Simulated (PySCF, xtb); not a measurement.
SeHBr, SMILES Br[SeH].

GFN2-xTB run with xtb at its own geometry gives an orbital gap of 2.75 eV and a dipole moment of 4.00 D.

Coordinates come from a B3LYP-D3(BJ)/def2-TZVP optimisation.

What does PBE/def2-TZVPD run with PySCF give? (The exact figures need the calculation; the answer reports its results.)

gap 2.16 eV (levels -5.86 and -3.70 eV), dipole 1.10 D.
